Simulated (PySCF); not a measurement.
Geometries of 2 isomers of H6MoN4 (singlet state), from PySCF, PBE0-D3(BJ)/def2-SVP geometry optimisation, gas phase, def2 core potentials past Kr. One conformer each, no zero-point energy, no frequencies.

Question: Which is lower in electronic energy at this level?
A.
```xyz
11
angstrom
Mo     0.001    0.004    0.341
N      0.007    0.020    1.963
N      1.880   -0.032   -0.160
H      2.661   -0.038    0.488
H      2.218   -0.048   -1.119
N     -0.915    1.642   -0.166
H     -1.085    1.932   -1.126
H     -1.292    2.328    0.480
N     -0.966   -1.614   -0.135
H     -1.144   -1.917   -1.089
H     -1.365   -2.276    0.523
```
B.
```xyz
11
angstrom
Mo     0.153    0.000    0.116
N      0.041    0.020    1.844
H      0.393    0.025    2.798
N      1.760   -0.020   -0.524
H      2.777   -0.031   -0.507
N     -0.702    1.621   -0.535
H     -0.416    2.117   -1.373
H     -1.396    2.146   -0.013
N     -0.729   -1.619   -0.503
H     -1.434   -2.121    0.025
H     -0.447   -2.138   -1.328
```

Answer: A. That is MoN(NH2)3 (`[N]#[Mo]([NH2])([NH2])[NH2]`), 11.6 kcal/mol below the other.

```tsv
SMILES	atoms numbered as above	E (Eh)	relative (kcal/mol)	relative (kJ/mol)	dipole (D)
[N]#[Mo]([NH2])([NH2])[NH2]	–	-290.47829	0.0	0.0	3.91
[NH]=[Mo](=[NH])([NH2])[NH2]	–	-290.45976	11.6	48.7	0.06
```
